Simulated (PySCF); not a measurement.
## Deuteron quadrupole couplings in `[SiH3]c1nnncc1C1CC1`

Species: C₆H₉N₃Si.
Structure used (GFN2-xTB), in Å, numbered top down from 1:
```xyz
19
C6H9N3Si angstrom
Si     1.919   -1.296   -1.517
C      1.508    0.098   -0.297
N      2.562    0.841    0.033
N      2.469    1.829    0.856
N      1.347    2.156    1.407
C      0.247    1.476    1.131
C      0.250    0.391    0.253
C     -0.947   -0.387   -0.079
C     -2.294    0.289   -0.176
C     -2.014   -0.631    0.961
H      1.095   -1.101   -2.714
H      1.555   -2.570   -0.888
H      3.341   -1.212   -1.805
H     -0.646    1.823    1.634
H     -0.753   -1.192   -0.778
H     -2.960   -0.041   -0.958
H     -2.341    1.350    0.015
H     -2.485   -1.602    0.972
H     -1.863   -0.210    1.943
```

Level: PBE0/pcSseg-1 (PySCF, non-relativistic); Q(2H) = 0.00286 b; rigid geometry, the same for H and D, with no vibrational averaging.

Question: Rank these positions by the coupling χzz of a deuteron there, largest first.
A. H17 (methylene hydrogen)
B. H13 (Si–H hydrogen)
C. H12 (Si–H hydrogen)
D. H15 (methine hydrogen)

Answer: A (221 kHz), D (212 kHz), B (113 kHz), C (107 kHz).

What are Vzz, η and χzz (234.96 MHz × Q × Vzz) at all hydrogens?

| atom | bonded to | bond length (Å) | Vzz (au) | η | χzz (kHz) |
| --- | --- | --- | --- | --- | --- |
| H11 | Si1 | 1.467 | 0.1598 | 0.02 | 107 |
| H12 | Si1 | 1.467 | 0.1598 | 0.02 | 107 |
| H13 | Si1 | 1.454 | 0.1684 | 0.01 | 113 |
| H14 | C6 | 1.082 | 0.3161 | 0.06 | 212 |
| H15 | C8 | 1.084 | 0.3161 | 0.13 | 212 |
| H16 | C9 | 1.079 | 0.3306 | 0.07 | 222 |
| H17 | C9 | 1.079 | 0.3289 | 0.08 | 221 |
| H18 | C10 | 1.079 | 0.3305 | 0.07 | 222 |
| H19 | C10 | 1.080 | 0.3288 | 0.08 | 221 |

Average by the element that carries the hydrogen.

on Si: 109 kHz over 3 positions, mean bond length 1.462 Å; on C: 219 kHz over 6 positions, mean bond length 1.081 Å.

A static deuteron (I = 1) shows a doublet split by (3/2)χ, (3/4)χ(1 + η) and (3/4)χ(1 − η) with the field along z, y and x of the gradient. What are these for H17?

With |χ| = 221.0 kHz and η = 0.079: 332, 179 and 153 kHz, to first order and without motion.

Geometry: GFN2-xTB, one conformer, isolated molecule. GFN2-xTB bond lengths can be off by several hundredths of an ångström, more for odd bonds, and the gradients follow them. With so small a basis the couplings can be 20 % off.
